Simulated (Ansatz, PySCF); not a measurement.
Si(OH)(NH2)3 (H₇N₃OSi), SMILES N[Si](N)(N)O.

The structure is a stationary point at B3LYP-D3(BJ)/def2-SVP. The values are those of a single conformer.

Vertical ionisation energy (IE) and electron affinity (EA) in eV. Rows of orbital energies are one-electron estimates. Where ΔSCF, EOM or ADC give a negative EA the extra electron is unbound and the value depends on the basis.

| level | IE | EA |
|---|---|---|
| −ε(HOMO), −ε(LUMO), HF/def2-TZVP (PySCF) | 10.83 | -3.26 |
| −ε(HOMO), −ε(LUMO), PBE/def2-TZVP (PySCF) | (withheld) | (withheld) |
| ΔSCF, CAM-B3LYP/def2-SVPD (Ansatz), final states of multiplicity 2 and 2 | 9.62 | -1.40 |
| ΔSCF, PBE/def2-SVPD (Ansatz), final states of multiplicity 2 and 2 | 8.73 | -1.09 |

### Question
What belongs in the gaps? (Estimate from the structure and the level; the computed values follow.)

### Answer

- −ε(HOMO), −ε(LUMO), PBE/def2-TZVP (PySCF), IE: 5.65
- −ε(HOMO), −ε(LUMO), PBE/def2-TZVP (PySCF), EA: 0.15

### Question
What vertical singlet–triplet gap does ΔSCF give with CAM-B3LYP/def2-SVPD (Ansatz, a first-principles code) and with PBE/def2-SVPD (Ansatz)? (The exact figures need the calculation; the answer reports its results.)

### Answer
6.36 and 5.40 eV (triplet above singlet where positive).
